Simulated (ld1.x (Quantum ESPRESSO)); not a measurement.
## An all-electron radial function and its pseudo partner (arsenic)

Columns: radius, all-electron u(r) and pseudo u(r) of the 4p shell (level -5.19 eV) of arsenic in the configuration [Ar] 3d10 4s2 4p3; PBE, scalar-relativistic, ultrasoft scheme, ld1.x (Quantum ESPRESSO) 7.5.

| r (bohr) | all-electron | pseudo |
| --- | --- | --- |
| 0.090 | 0.1654 | 0.0043 |
| 0.180 | 0.0774 | 0.0172 |
| 0.270 | -0.1128 | 0.0382 |
| 0.360 | -0.2426 | 0.0665 |
| 0.450 | -0.2808 | 0.1012 |
| 0.540 | -0.2467 | 0.1412 |
| 0.630 | -0.1684 | 0.1853 |
| 0.720 | -0.0683 | 0.2321 |
| 0.810 | 0.0386 | 0.2804 |
| 0.900 | 0.1432 | 0.3289 |
| 0.990 | 0.2402 | 0.3768 |
| 1.080 | 0.3270 | 0.4228 |
| 1.170 | 0.4027 | 0.4664 |
| 1.260 | 0.4672 | 0.5068 |
| 1.350 | 0.5210 | 0.5435 |
| 1.440 | 0.5649 | 0.5762 |
| 1.530 | 0.5998 | 0.6044 |
| 1.620 | 0.6266 | 0.6278 |
| 1.710 | 0.6460 | 0.6461 |
| 1.800 | 0.6590 | 0.6590 |
| 1.890 | 0.6664 | 0.6664 |
| 1.980 | 0.6688 | 0.6688 |
| 2.070 | 0.6671 | 0.6671 |
| 2.160 | 0.6617 | 0.6617 |
| 2.250 | 0.6534 | 0.6534 |
| 2.340 | 0.6426 | 0.6426 |

Q: How many radial nodes do the two functions have?

A: The all-electron 4p function has n − l − 1 = 2; the pseudo-wave has 0, since the states of the same l below it are removed with the core.

Q: At about which radius was the pseudo-wave matched?

A: 1.80 bohr, where the columns begin to agree (steps of 0.09 bohr).

Q: Where does each function peak?

A: Outermost all-electron maximum near 1.98 bohr, pseudo maximum near 1.98 bohr (to the table’s step).

Q: Is the pseudo-wave norm-conserving?

A: No, it belongs to an ultrasoft set: the norm inside the radius is not constrained, and the difference is carried by the augmentation charge.
